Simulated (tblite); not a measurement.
A geometry optimisation, step by step.

Species: C3H4BCl3Ge.
SMILES with atom numbers: `[CH3:1][C:2]#[C:3][Ge@@H:4]([Cl:5])[B:6]([Cl:7])[Cl:8]` (hydrogens: H9, H10, H11 on C1; H12 on Ge4)

Computed with GFN2-xTB (tblite), gas phase: L-BFGS steps from a force-field or distance-geometry start until the largest atomic force falls under 0.01 eV/Å. 14 of its 125 geometries are shown.

Step 0: E = -688.2997 eV, largest atomic force 2.256 eV/Å
```
atom  x, y, z in Å  |  force x, y, z in eV/Å
C1     -2.654   -0.849   -0.051   -0.452   0.787   0.535
C2     -1.369   -0.161   -0.111    0.826   0.464   0.327
C3     -0.278    0.391   -0.119   -1.401  -0.477  -0.005
Ge4     1.404    1.285   -0.133    0.329   0.269   0.419
Cl5     1.523    2.705    1.508   -0.204  -0.308  -0.566
B6      2.772   -0.175    0.164    0.074  -2.238  -0.273
Cl7     2.526   -1.277    1.619    0.529   1.203  -1.627
Cl8     3.528   -0.896   -1.351   -0.613   0.719   1.817
H9     -2.508   -1.881    0.301   -0.124   0.308  -0.446
H10    -3.133   -0.752   -1.035    0.188  -0.484   0.238
H11    -3.372   -0.349    0.672    0.988  -0.376  -0.601
H12     1.562    1.958   -1.491   -0.139   0.131   0.181
```

Step 10: E = -688.8495 eV, largest atomic force 0.236 eV/Å
```
atom  x, y, z in Å  |  force x, y, z in eV/Å
C1     -2.646   -0.823   -0.042   -0.052   0.042   0.019
C2     -1.379   -0.137   -0.071   -0.047  -0.019  -0.009
C3     -0.338    0.469   -0.108   -0.008   0.115  -0.024
Ge4     1.388    1.255   -0.126    0.152  -0.179  -0.024
Cl5     1.471    2.680    1.429    0.001   0.025   0.051
B6      2.669   -0.338    0.101    0.036   0.033   0.003
Cl7     2.640   -1.239    1.549    0.045   0.019  -0.048
Cl8     3.585   -0.897   -1.223    0.027  -0.010   0.070
H9     -2.507   -1.860    0.252    0.004  -0.045   0.053
H10    -3.101   -0.794   -1.029   -0.063   0.011  -0.042
H11    -3.300   -0.325    0.673   -0.065  -0.061  -0.006
H12     1.518    2.008   -1.431   -0.030   0.069  -0.043
```

Step 19: E = -688.8616 eV, largest atomic force 0.121 eV/Å
```
atom  x, y, z in Å  |  force x, y, z in eV/Å
C1     -2.662   -0.817   -0.040   -0.069   0.003   0.017
C2     -1.402   -0.111   -0.073   -0.090  -0.021  -0.004
C3     -0.368    0.507   -0.124   -0.001  -0.043   0.000
Ge4     1.388    1.234   -0.142    0.083  -0.062  -0.062
Cl5     1.480    2.648    1.426    0.026   0.014   0.071
B6      2.701   -0.346    0.098   -0.061   0.011  -0.027
Cl7     2.683   -1.234    1.552    0.015   0.050   0.002
Cl8     3.645   -0.912   -1.201    0.028   0.044   0.017
H9     -2.506   -1.852    0.259    0.046  -0.023   0.002
H10    -3.125   -0.800   -1.025    0.001   0.010  -0.032
H11    -3.339   -0.348    0.673    0.010   0.040   0.015
H12     1.505    2.033   -1.428    0.013  -0.024   0.000
```

Step 29: E = -688.8703 eV, largest atomic force 0.060 eV/Å
```
atom  x, y, z in Å  |  force x, y, z in eV/Å
C1     -2.696   -0.806   -0.039   -0.020  -0.019   0.004
C2     -1.445   -0.086   -0.084   -0.008  -0.017   0.004
C3     -0.388    0.493   -0.140   -0.021   0.009  -0.002
Ge4     1.378    1.199   -0.163    0.028   0.017  -0.048
Cl5     1.520    2.573    1.444   -0.005  -0.006   0.015
B6      2.711   -0.351    0.079    0.030   0.018   0.020
Cl7     2.728   -1.180    1.567    0.011  -0.011  -0.003
Cl8     3.732   -0.875   -1.178    0.008   0.012   0.004
H9     -2.502   -1.835    0.264   -0.038  -0.026  -0.016
H10    -3.165   -0.804   -1.022    0.006  -0.004  -0.005
H11    -3.379   -0.353    0.678    0.027   0.052   0.015
H12     1.508    2.024   -1.433   -0.018  -0.025   0.015
```

Step 38: E = -688.8749 eV, largest atomic force 0.082 eV/Å
```
atom  x, y, z in Å  |  force x, y, z in eV/Å
C1     -2.721   -0.802   -0.039    0.022   0.011   0.017
C2     -1.450   -0.115   -0.094   -0.032   0.018  -0.014
C3     -0.400    0.476   -0.155    0.019  -0.034   0.013
Ge4     1.370    1.180   -0.175    0.022  -0.061  -0.051
Cl5     1.529    2.520    1.456   -0.030   0.045   0.007
B6      2.740   -0.339    0.080    0.010   0.003  -0.004
Cl7     2.774   -1.159    1.572    0.001  -0.007   0.005
Cl8     3.801   -0.827   -1.157    0.010   0.015  -0.012
H9     -2.560   -1.835    0.268   -0.032   0.013  -0.014
H10    -3.197   -0.790   -1.021    0.013   0.011   0.059
H11    -3.374   -0.314    0.685    0.004  -0.014  -0.046
H12     1.490    2.004   -1.446   -0.007   0.001   0.041
```

Step 48: E = -688.8826 eV, largest atomic force 0.078 eV/Å
```
atom  x, y, z in Å  |  force x, y, z in eV/Å
C1     -2.770   -0.777   -0.034    0.018   0.001   0.000
C2     -1.464   -0.161   -0.103   -0.018  -0.002   0.003
C3     -0.379    0.366   -0.170    0.002   0.014   0.027
Ge4     1.373    1.117   -0.185   -0.028  -0.004  -0.073
Cl5     1.476    2.477    1.436   -0.031   0.016   0.042
B6      2.819   -0.326    0.076    0.004   0.008   0.014
Cl7     2.864   -1.146    1.569    0.016  -0.014  -0.027
Cl8     3.945   -0.727   -1.135    0.001   0.006   0.010
H9     -2.677   -1.818    0.277    0.010   0.032   0.001
H10    -3.254   -0.742   -1.010    0.015   0.017   0.015
H11    -3.388   -0.244    0.689    0.003  -0.016  -0.019
H12     1.453    1.980   -1.435    0.007  -0.057   0.007
```

Step 57: E = -688.8859 eV, largest atomic force 0.041 eV/Å
```
atom  x, y, z in Å  |  force x, y, z in eV/Å
C1     -2.791   -0.758   -0.031    0.006   0.000   0.000
C2     -1.471   -0.173   -0.098    0.005  -0.003   0.015
C3     -0.371    0.318   -0.158    0.002   0.011  -0.022
Ge4     1.372    1.084   -0.189   -0.014   0.005  -0.034
Cl5     1.412    2.450    1.432    0.008   0.029   0.016
B6      2.861   -0.311    0.078    0.005  -0.038   0.015
Cl7     2.919   -1.160    1.554    0.003  -0.007   0.007
Cl8     4.015   -0.660   -1.123   -0.001   0.028  -0.011
H9     -2.721   -1.800    0.281   -0.006   0.017  -0.011
H10    -3.269   -0.707   -1.008   -0.002  -0.012   0.003
H11    -3.397   -0.210    0.689   -0.007  -0.007   0.003
H12     1.443    1.926   -1.453    0.000  -0.024   0.018
```

Step 67: E = -688.8874 eV, largest atomic force 0.032 eV/Å
```
atom  x, y, z in Å  |  force x, y, z in eV/Å
C1     -2.807   -0.748   -0.027   -0.002  -0.002  -0.004
C2     -1.482   -0.178   -0.091    0.001  -0.001  -0.010
C3     -0.377    0.301   -0.171    0.009   0.003   0.031
Ge4     1.369    1.057   -0.187   -0.007   0.015  -0.016
Cl5     1.397    2.446    1.418    0.005   0.013   0.003
B6      2.880   -0.313    0.089    0.000  -0.012   0.003
Cl7     2.962   -1.184    1.550    0.003  -0.008  -0.006
Cl8     4.051   -0.587   -1.115    0.007   0.004   0.004
H9     -2.750   -1.791    0.283   -0.006  -0.001  -0.006
H10    -3.279   -0.690   -1.007   -0.017  -0.014   0.001
H11    -3.411   -0.196    0.691   -0.006   0.001   0.005
H12     1.447    1.882   -1.458    0.014   0.003  -0.005
```

Step 76: E = -688.8882 eV, largest atomic force 0.022 eV/Å
```
atom  x, y, z in Å  |  force x, y, z in eV/Å
C1     -2.814   -0.748   -0.028    0.000  -0.001   0.005
C2     -1.489   -0.175   -0.091   -0.012  -0.015  -0.011
C3     -0.383    0.303   -0.159    0.012   0.009   0.005
Ge4     1.368    1.052   -0.183   -0.004   0.010  -0.007
Cl5     1.403    2.461    1.405    0.005   0.002  -0.002
B6      2.882   -0.316    0.095    0.000  -0.003   0.007
Cl7     2.974   -1.209    1.541   -0.009  -0.002  -0.008
Cl8     4.063   -0.552   -1.108    0.010   0.000   0.001
H9     -2.756   -1.790    0.282    0.002   0.009  -0.004
H10    -3.292   -0.693   -1.006    0.012   0.001   0.005
H11    -3.418   -0.196    0.691   -0.006  -0.001   0.004
H12     1.464    1.864   -1.463   -0.010  -0.009   0.008
```

Step 86: E = -688.8889 eV, largest atomic force 0.053 eV/Å
```
atom  x, y, z in Å  |  force x, y, z in eV/Å
C1     -2.819   -0.745   -0.027    0.003  -0.024  -0.004
C2     -1.493   -0.175   -0.088   -0.026  -0.018   0.026
C3     -0.385    0.299   -0.139    0.030   0.013  -0.001
Ge4     1.368    1.045   -0.181   -0.015   0.036  -0.036
Cl5     1.426    2.476    1.387   -0.003  -0.010  -0.007
B6      2.888   -0.315    0.093    0.002  -0.019   0.027
Cl7     2.951   -1.241    1.522   -0.001   0.000  -0.019
Cl8     4.101   -0.510   -1.084    0.004   0.001   0.005
H9     -2.761   -1.789    0.280    0.005   0.003   0.008
H10    -3.292   -0.692   -1.007   -0.006   0.020   0.006
H11    -3.425   -0.196    0.694    0.003   0.002  -0.018
H12     1.443    1.842   -1.473    0.005  -0.004   0.013
```

Step 95: E = -688.8899 eV, largest atomic force 0.026 eV/Å
```
atom  x, y, z in Å  |  force x, y, z in eV/Å
C1     -2.819   -0.747   -0.022   -0.002  -0.002  -0.002
C2     -1.492   -0.176   -0.065   -0.013   0.004  -0.009
C3     -0.385    0.300   -0.114    0.008   0.007  -0.007
Ge4     1.366    1.045   -0.189   -0.002   0.006  -0.003
Cl5     1.453    2.500    1.355   -0.008  -0.002   0.000
B6      2.886   -0.316    0.095    0.007  -0.008  -0.006
Cl7     2.904   -1.298    1.486   -0.007   0.004  -0.011
Cl8     4.144   -0.456   -1.044   -0.002   0.002   0.011
H9     -2.763   -1.792    0.278   -0.017   0.004   0.014
H10    -3.282   -0.684   -1.006    0.012  -0.002  -0.012
H11    -3.435   -0.200    0.691    0.011  -0.013   0.020
H12     1.423    1.824   -1.492    0.013  -0.002   0.005
```

Step 105: E = -688.8909 eV, largest atomic force 0.055 eV/Å
```
atom  x, y, z in Å  |  force x, y, z in eV/Å
C1     -2.807   -0.754   -0.009   -0.009   0.000   0.008
C2     -1.485   -0.171   -0.052   -0.010  -0.030  -0.017
C3     -0.382    0.314   -0.111    0.016   0.021  -0.009
Ge4     1.367    1.061   -0.203    0.011   0.015  -0.014
Cl5     1.466    2.531    1.326   -0.010  -0.005   0.002
B6      2.869   -0.316    0.093    0.021  -0.003  -0.051
Cl7     2.796   -1.368    1.427    0.002  -0.017   0.023
Cl8     4.187   -0.421   -0.985   -0.024   0.012   0.031
H9     -2.749   -1.800    0.290    0.025   0.002  -0.003
H10    -3.266   -0.691   -0.996   -0.010   0.000   0.011
H11    -3.426   -0.216    0.707   -0.009   0.017   0.002
H12     1.430    1.831   -1.512   -0.002  -0.013   0.017
```

Step 114: E = -688.8944 eV, largest atomic force 0.043 eV/Å
```
atom  x, y, z in Å  |  force x, y, z in eV/Å
C1     -2.804   -0.749    0.023    0.000  -0.006  -0.005
C2     -1.482   -0.173   -0.076   -0.039  -0.016  -0.006
C3     -0.381    0.311   -0.171    0.036   0.021  -0.004
Ge4     1.369    1.053   -0.250   -0.016  -0.002  -0.009
Cl5     1.435    2.526    1.279    0.003   0.005   0.008
B6      2.863   -0.322    0.088   -0.006  -0.009   0.025
Cl7     2.666   -1.507    1.296   -0.009   0.004  -0.004
Cl8     4.308   -0.276   -0.806    0.033   0.005  -0.021
H9     -2.734   -1.791    0.333    0.004  -0.008   0.021
H10    -3.305   -0.702   -0.943    0.001   0.017  -0.014
H11    -3.391   -0.197    0.755   -0.010  -0.004   0.009
H12     1.458    1.825   -1.554    0.002  -0.006   0.001
```

Step 124: E = -688.8953 eV, largest atomic force 0.003 eV/Å
```
atom  x, y, z in Å  |  force x, y, z in eV/Å
C1     -2.807   -0.745    0.043    0.001   0.000   0.000
C2     -1.486   -0.174   -0.073    0.000   0.001   0.001
C3     -0.383    0.305   -0.183    0.001   0.000  -0.001
Ge4     1.369    1.042   -0.278    0.000   0.003  -0.001
Cl5     1.440    2.539    1.230    0.000  -0.001  -0.001
B6      2.867   -0.323    0.089    0.001   0.002   0.000
Cl7     2.591   -1.612    1.166    0.000  -0.001   0.000
Cl8     4.393   -0.157   -0.646   -0.001   0.000   0.000
H9     -2.736   -1.786    0.356   -0.002   0.001   0.000
H10    -3.319   -0.697   -0.918   -0.001  -0.001   0.000
H11    -3.385   -0.190    0.781    0.000  -0.001   0.000
H12     1.458    1.797   -1.592    0.000  -0.002   0.002
```

Q: Summarise the path.

A: The energy falls by 13.73 kcal/mol from step 0 to step 124; nine tenths of that is first reached at step 8. It never rises by more than 0.2 meV. The largest force goes from 2.256 to 0.003 eV/Å. Among the bonds B6–Cl7 changes most, from 1.842 to 1.702 Å; the atoms move by 0.468 Å rms after alignment.

Q: Follow the three bonds and two angles with the largest change from start to end.

A: 
```
step  E above end (kcal/mol)  largest force (eV/Å)  B6–Cl7 (Å)  B6–Cl8 (Å)  Ge4–Cl5 (Å)  C3–Ge4–B6 (°)  Cl5–Ge4–H12 (°)
   0                   13.73                 2.256       1.842       1.840        2.173          104.9            112.3
   5                    2.03                 0.411       1.694       1.693        2.128          104.1            109.0
  11                    0.99                 0.158       1.704       1.703        2.117          104.7            106.7
  16                    0.85                 0.129       1.703       1.702        2.120          106.2            106.0
  22                    0.68                 0.076       1.704       1.702        2.121          107.9            105.7
  27                    0.59                 0.063       1.704       1.702        2.119          108.3            106.1
  32                    0.53                 0.092       1.704       1.701        2.122          109.8            106.3
  38                    0.47                 0.082       1.703       1.702        2.117          110.1            107.2
  43                    0.39                 0.116       1.703       1.702        2.130          110.6            106.6
  49                    0.28                 0.056       1.705       1.702        2.121          111.9            105.1
  54                    0.23                 0.085       1.702       1.701        2.124          112.6            105.6
  59                    0.21                 0.039       1.704       1.702        2.122          112.9            106.4
  65                    0.19                 0.047       1.703       1.701        2.123          113.8            106.1
  70                    0.17                 0.040       1.702       1.703        2.122          114.1            106.1
  75                    0.16                 0.021       1.703       1.702        2.123          114.4            105.9
  81                    0.16                 0.018       1.702       1.703        2.123          114.4            105.9
  86                    0.15                 0.053       1.704       1.702        2.124          114.7            105.8
  92                    0.13                 0.022       1.701       1.703        2.123          114.7            105.8
  97                    0.12                 0.024       1.703       1.702        2.124          114.5            105.7
 102                    0.11                 0.018       1.701       1.703        2.124          114.6            105.6
 108                    0.07                 0.063       1.704       1.705        2.125          113.5            105.7
 113                    0.03                 0.111       1.707       1.707        2.124          114.0            105.3
 119                    0.00                 0.037       1.703       1.704        2.125          113.9            105.3
 124                    0.00                 0.003       1.702       1.702        2.125          113.8            105.2
```

The cost below is that of the whole relaxation. Hardware: an Arm Neoverse V2 with one thread, shared host with 192 logical CPUs at a one-minute load of 20. Cost: 0.92 s wall.
